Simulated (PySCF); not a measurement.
# Orbital picture of GaS⁺

PBEsol at R = 2.947 Å; Ga pcseg-1, S pcseg-1; no relativity (PySCF 2.14). State: ³Σ⁻ (triplet), unpaired electrons π ↑↑. Only the outer orbitals are listed, counted within each symmetry.

```json
{"spin": "α", "orbital": "10σ", "occ.": "1", "ε (eV)": "-23.66", "on Ga (%)": "0", "main shells (%)": "99 S s"}
{"spin": "α", "orbital": "11σ", "occ.": "1", "ε (eV)": "-15.30", "on Ga (%)": "84", "main shells (%)": "83 Ga s, 15 S p"}
{"spin": "α", "orbital": "5π", "occ.": "1", "ε (eV)": "-13.74", "on Ga (%)": "1", "main shells (%)": "99 S p"}
{"spin": "α", "orbital": "5π", "occ.": "1", "ε (eV)": "-13.74", "on Ga (%)": "1", "main shells (%)": "99 S p"}
{"spin": "α", "orbital": "12σ", "occ.": "1", "ε (eV)": "-12.61", "on Ga (%)": "26", "main shells (%)": "74 S p, 17 Ga s"}
{"spin": "α", "orbital": "6π", "occ.": "0", "ε (eV)": "-8.20", "on Ga (%)": "99", "main shells (%)": "99 Ga p"}
{"spin": "α", "orbital": "6π", "occ.": "0", "ε (eV)": "-8.20", "on Ga (%)": "99", "main shells (%)": "99 Ga p"}
{"spin": "α", "orbital": "13σ", "occ.": "0", "ε (eV)": "-7.32", "on Ga (%)": "93", "main shells (%)": "93 Ga p"}
{"spin": "β", "orbital": "10σ", "occ.": "1", "ε (eV)": "-21.59", "on Ga (%)": "2", "main shells (%)": "98 S s"}
{"spin": "β", "orbital": "11σ", "occ.": "1", "ε (eV)": "-15.19", "on Ga (%)": "90", "main shells (%)": "89 Ga s, 9 S p"}
{"spin": "β", "orbital": "12σ", "occ.": "1", "ε (eV)": "-11.92", "on Ga (%)": "23", "main shells (%)": "76 S p, 12 Ga p, 10 Ga s"}
{"spin": "β", "orbital": "5π", "occ.": "0", "ε (eV)": "-11.34", "on Ga (%)": "3", "main shells (%)": "97 S p"}
{"spin": "β", "orbital": "5π", "occ.": "0", "ε (eV)": "-11.34", "on Ga (%)": "3", "main shells (%)": "97 S p"}
{"spin": "β", "orbital": "6π", "occ.": "0", "ε (eV)": "-8.14", "on Ga (%)": "97", "main shells (%)": "97 Ga p"}
```

Question: Which are the highest filled and the lowest empty level, where do they sit, and how wide is the gap?

Answer: Highest filled β 12σ at -11.92 eV (in %: 76 S p, 12 Ga p, 10 Ga s); lowest empty β 5π at -11.34 eV (in %: 97 S p); the gap at PBEsol is 0.58 eV.

```json
{
 "bond order (Mayer)": "0.45",
 "⟨S²⟩": "2.006",
 "charge on Ga (Mulliken, basis-dependent)": "0.73",
 "charge on Ga (Löwdin, basis-dependent)": "0.65",
 "dipole moment (positive dipole points towards S; it is taken about the centre of mass and depends on that origin)": "-0.72 D"
}
```

Spin–orbit coupling is left out. The state was picked by a PBE0 search and need not be the measured ground state.
